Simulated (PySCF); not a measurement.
# Spinor energies of Tc²⁶⁺ (technetium, charge +26)

Start: [Ne] 3s2 3p5; 3p1/2 filled at m_j = +1/2; 3p3/2 filled at m_j = -3/2, -1/2, +1/2, +3/2. Calculated with PySCF 2.14 in an even-tempered Gaussian basis (19 s from 3.7 bohr⁻², ratio 2.4; 14 p from 4.8 bohr⁻², ratio 2.4; 5 d from 21 bohr⁻², ratio 2.6; 4 f from 31 bohr⁻², ratio 2.6): generalised Hartree-Fock with the X2C-1e Hamiltonian and a Gaussian nucleus; one run each with spin-orbit coupling (SO) screened by Boettger's factors, then bare. This is a chosen level, not necessarily the ground level.

```json
{"spinor shell": "1s1/2", "electrons": "2", "ε, screened SO (eV)": "-22366.0", "ε, bare SO (eV)": "-22366.0", "weight of nominal j (bare SO)": "1.000", "rms radius, bare SO (bohr)": "0.0394"}
{"spinor shell": "2s1/2", "electrons": "2", "ε, screened SO (eV)": "-4270.8", "ε, bare SO (eV)": "-4270.8", "weight of nominal j (bare SO)": "1.000", "rms radius, bare SO (bohr)": "0.160"}
{"spinor shell": "2p1/2", "electrons": "2", "ε, screened SO (eV)": "-4025.9", "ε, bare SO (eV)": "-4030.2", "weight of nominal j (bare SO)": "1.000", "rms radius, bare SO (bohr)": "0.139"}
{"spinor shell": "3s1/2", "electrons": "2", "ε, screened SO (eV)": "-1535.9", "ε, bare SO (eV)": "-1535.9", "weight of nominal j (bare SO)": "1.000", "rms radius, bare SO (bohr)": "0.397"}
{"spinor shell": "3p1/2", "electrons": "1", "ε, screened SO (eV)": "-1448.4", "ε, bare SO (eV)": "-1449.4", "weight of nominal j (bare SO)": "1.000", "rms radius, bare SO (bohr)": "0.385"}
{"spinor shell": "3p3/2", "electrons": "4", "ε, screened SO (eV)": "-1417.1", "ε, bare SO (eV)": "-1416.7", "weight of nominal j (bare SO)": "1.000", "rms radius, bare SO (bohr)": "0.393"}
```

Problem. Where does 2p3/2 lie, and what is the 2p spin-orbit splitting (bare SO)?

Solution. At -3905.7 eV, 124.49 eV above 2p1/2.

```json
{"quantity": "E (hartree)", "screened SO": "-3830.97995", "bare SO": "-3831.00292"}
{"quantity": "M_J", "screened SO": "1/2", "bare SO": "1/2"}
{"quantity": "⟨J²⟩", "screened SO": "0.751", "bare SO": "0.751"}
{"quantity": "⟨L²⟩", "screened SO": "2.007", "bare SO": "2.007"}
{"quantity": "⟨S²⟩", "screened SO": "0.755", "bare SO": "0.755"}
```

Each row is a mean over spinors that exchange with the open shell spreads, by up to 9.131 eV (2p1/2).

Breit and QED terms are absent; they matter most for the inner s and p1/2 levels.

Densities and radii are taken from the X2C orbitals without a picture-change correction, which distorts them close to the nucleus.
